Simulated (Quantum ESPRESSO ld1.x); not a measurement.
All-electron atom: the molybdenum ion Mo+ in [Kr] 4d5.

Method: scalar-relativistic Kohn-Sham, LDA (Slater exchange, Perdew-Zunger correlation), spin-polarised, spherical densities, point nucleus; open shells are filled with parallel spins first; computed with ld1.x of Quantum ESPRESSO 7.5.

Energy parts (eV):
part                      energy
total                 -110050.43
kinetic                113439.26
electron-nucleus      -265078.30
Hartree                 44832.49
exchange-correlation    -3243.88

Orbitals (lengths in bohr, moments of r in powers of bohr; r(max) is where P^2 peaks):
| orbital | occ. | eigenvalue (eV) | r(max) |
|---|---|---|---|
| 1s down | 1 | -19801.487 | 0.023 |
| 1s up | 1 | -19801.483 | 0.023 |
| 2s up | 1 | -2802.891 | 0.130 |
| 2s down | 1 | -2802.411 | 0.130 |
| 2p up | 3 | -2508.260 | 0.104 |
| 2p down | 3 | -2507.888 | 0.104 |
| 3s up | 1 | -481.832 | 0.385 |
| 3s down | 1 | -481.491 | 0.385 |
| 3p up | 3 | -385.318 | 0.376 |
| 3p down | 3 | -384.946 | 0.376 |
| 3d up | 5 | -227.787 | 0.323 |
| 3d down | 5 | -227.284 | 0.323 |
| 4s up | 1 | -71.939 | 0.990 |
| 4s down | 1 | -69.465 | 0.983 |
| 4p up | 3 | -46.235 | 1.07 |
| 4p down | 3 | -43.546 | 1.06 |
| 4d up | 5 | -11.522 | 1.39 |
| 4d down | 0 | -8.685 | 1.39 |

The highest occupied level is 4d up at -11.522 eV. Summed over all electrons, <r^2> = 38.68 bohr^2, which gives a Langevin (diamagnetic) susceptibility term of -30.6 x 10^-6 cm^3/mol. The density falls to 0.001 e/bohr^3 at r = 3.96 bohr. Spin moment in Bohr magnetons: 5.
